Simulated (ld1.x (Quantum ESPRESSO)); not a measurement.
# Building the ultrasoft potential for Al (Z = 13) (PBE, scalar-relativistic).

- Element: Al (Z = 13)
- Generator: ld1.x (Quantum ESPRESSO) 7.5
- Type: ultrasoft
- Functional: PBE
- Relativity: scalar-relativistic
- Frozen core: [Ne]
- Valence charge: 3
- Reference configuration: 3s1.5 3p1.5
- Partial waves: 3s (bound): rcut 1.75, rcutus 2.25 bohr; 3s channel at 2.55 Ry: rcut 1.75, rcutus 2.25 bohr; 3p (bound): rcut 2.45, rcutus 2.95 bohr; 3p channel at 3.25 Ry: rcut 2.45, rcutus 2.95 bohr
- Local potential: all-electron potential smoothed inside 2.10 bohr (lloc = -1)
- Core correction: a·sin(br)/r model core, default radius (core density twice the valence density)
- Augmentation charge: PSQ, inside the norm-conserving radii

- Cutoffs needed: 6 Ry and 8 Ry (the cutoffs (Ry, on a coarse ladder) from which the occupation-weighted sum of valence levels, in a spherical-Bessel basis at the reference potential, stays within 10 and 1 mRy of its value at 400 Ry)
- Ghost test: no extra level below or beside the all-electron valence levels (s, p, d, f tested) (spherical-Bessel basis up to 400 Ry, 20 bohr box)
- Largest excitation error: +7.1 meV (all-electron minus pseudo) for 3s1 3p0, out of 7 test configurations
- Lowest eigenvalue of the overlap operator: 0.63 (s channel)
- Density cutoff estimated by the generator: 67 Ry
